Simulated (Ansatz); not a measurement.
Al12 (relaxed from a model of Al12 flat piece, whose bonding it doesn't keep) was relaxed with PBE-D4 (def2-SVP) in Ansatz in these states: neutral singlet, neutral triplet. The geometries follow in no particular order.

A:

Cartesian coordinates in Å:
```
Al -1.017 -3.082 0.946
Al -1.548 -0.795 -0.632
Al 0.998 -1.841 0.018
Al 3.161 -0.804 -0.823
Al -2.902 -1.564 1.667
Al -0.428 -0.288 1.777
Al 0.503 0.163 -1.774
Al 2.900 1.562 -1.673
Al -2.928 0.946 1.361
Al -1.020 1.828 -0.069
Al 1.475 0.921 0.634
Al 0.807 2.955 -1.432
```

B:

```xyz
12

Al    1.379   -2.911    0.424
Al    0.877   -0.901   -1.414
Al    1.449   -0.574    1.402
Al    1.260    1.628    2.756
Al   -0.192   -3.465   -1.425
Al   -1.015   -1.452    0.510
Al    1.218    1.405   -0.364
Al    0.397    3.513    1.251
Al   -2.036   -1.816   -2.094
Al   -1.311    0.609   -1.518
Al   -1.005    0.965    1.203
Al   -1.020    3.000   -0.730
```

Task: Judge from the bond lengths which geometry belongs to which state (an estimate).

Result: A is the neutral triplet (Al1–Al6 2.974 Å, Al11–Al12 2.975 Å, Al2–Al10 2.734 Å); B is the neutral singlet (Al1–Al6 2.805 Å, Al11–Al12 2.806 Å, Al2–Al10 2.661 Å).

The restricted singlet is unstable towards broken spin symmetry in Hartree–Fock (as tested in another run); at PBE-D4/def2-SVP this wasn't settled.
